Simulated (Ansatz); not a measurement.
Reaction (isomerisation): `C[SiH2][N]([GeH3])[SiH](C)C` → `C[Si](C)(C)[N]([SiH3])[GeH3]`

Calculated with Ansatz (gas phase, PBE0-D4/def2-TZVP geometries, no zero-point term in ΔE). CCSD(T)/CBS is the MP2 limit (def2-TZVPP, def2-QZVPP) plus CCSD(T) − MP2 in def2-TZVPP, frozen cores. Functionals use def2-TZVPP. For Ge outer-core shells are correlated without core-valence functions, which leaves a few kJ/mol of doubt a bond. Scalar relativity is left out up to krypton. One conformer a species, not always the lowest.

```json
{"level": "BHLYP", "ΔE (kJ/mol)": "4.2"}
{"level": "SCS-MP2/def2-TZVPP", "ΔE (kJ/mol)": "0.7"}
```

(1) What does CCSD(T)/CBS give? (Best estimate.)

Largest T1 diagnostic among the species: 0.011.

## Answers

(1) Computed: +0.9 kJ/mol. The listed levels differ from it by 3.3, -0.2 kJ/mol.

The D4 term adds −4.4 kJ/mol with B3LYP and −2.4 kJ/mol with PBE0; it sums over pairs of atoms, weighted by their polarisabilities, and B3LYP, whose exchange is more repulsive, gets the larger term. Leaving LDA and LC-ωPBE aside and taking each functional with its dispersion term where it has one, the values, not all of them listed here, spread over 3.5 kJ/mol, from revPBE-D4 to B2PLYP. LDA lies −3.4 kJ/mol from PBE without D4.

CCSD(T)/CBS has its own doubt, a few kJ/mol and more with outer-core shells, so smaller differences from it don't rank the levels.

B3LYP here is the variant with VWN-RPA as its local correlation; programs differ in this.
